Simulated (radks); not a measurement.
The numbers below are computed, except where a source is named.
All-electron atom: Lu2+ in [Xe] 4f14 6s1. Level of theory: non-relativistic Kohn-Sham, TPSS, spin-polarised, spherical densities, point nucleus; open shells are filled with parallel spins first (spin-orbit coupling, left out, can overturn this in heavy ions); meta-GGA in the generalised Kohn-Sham scheme; relativity is left out, which matters for an element this heavy (a radial shooting solver on a logarithmic mesh with Libxc functionals).

Normalised radial functions P(r) = r R(r), r in bohr:

```
   r/bohr * 4f up, o 6s down (the largest magnitude, 1.22, reaches the edge; | marks zero, & curves that meet)
 0.001111                             &
 0.001506                             &
 0.002041                             *o
 0.002767                             *o
  0.00375                             *o
 0.005082                             *o
 0.006887                             *o
 0.009409                             *o
  0.01275                             *o
  0.01728                             *o
  0.02342                             &
  0.03174                            o*
  0.04302                           o *
   0.0583                           o |*
  0.07902                           o | *
   0.1071                             o   *
   0.1451                             |  o   *
   0.1967                             |  o         *
   0.2666                             o                   *
   0.3613                         o   |                        *
   0.4896                          o  |                          *
   0.6636                             | o                     *
   0.8994                             |      o          *
    1.229                             |    o     *
    1.665                          o  |     *
    2.257                 o           |  *
    3.058              o              |*
    4.145                   o         *
    5.618                         o   *
    7.613                            o*
    10.32                             &
```

4f up: eigenvalue -32.417 eV, 0 radial nodes, <r> = 0.691 bohr, 90 % of the charge inside 1.18 bohr. 6s down (empty): eigenvalue -15.526 eV, 5 radial nodes at r = 0.0272, 0.102, 0.259, 0.598, 1.52 bohr, <r> = 3.23 bohr, 90 % of the charge inside 4.58 bohr.
